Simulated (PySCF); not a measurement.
Compound: B(PH3)Cl3.
Bonds: B1–P2, B1–Cl6, B1–Cl7, B1–Cl8. Hydrogens: H3, H4, H5 on P2.

The closed-shell ground state was solved at several levels (PySCF, density fitting, gas phase, non-relativistic). Isolated species at its PBE0-D3(BJ)/def2-SVP geometry, gas phase.

```json
{"level": "wB97X-D/def2-SVPD", "basis functions": "149", "HOMO (eV)": "-10.14", "LUMO (eV)": "1.26", "gap (eV)": "11.40", "dipole (D)": "5.80"}
{"level": "wB97X-D/pcSseg-1", "basis functions": "128", "HOMO (eV)": "-10.17", "LUMO (eV)": "1.38", "gap (eV)": "11.55", "dipole (D)": "6.27"}
```

Task: Estimate the row for PBE0/pcSseg-1, a basis of 128 functions; the other rows only guide the guess.

Result: HOMO -8.26 eV, LUMO -0.37 eV, gap 7.89 eV, dipole 6.10 D.

Task: Over all these levels, which gives the widest orbital gap and which the narrowest?

Result: wB97X-D/pcSseg-1 (range-separated hybrid) has the widest, 11.55 eV, and PBE0/pcSseg-1 (global hybrid, 25 % exact exchange) the narrowest, 7.89 eV. The two share the basis. From the narrowest to the widest the HOMO moves by -1.91 eV and the LUMO by +1.75 eV.

Task: How far do the dipole and the HOMO energy spread over the levels?

Result: The dipole runs from 5.80 to 6.27 D (mean 6.05 D) and the HOMO from -10.17 to -8.26 eV.
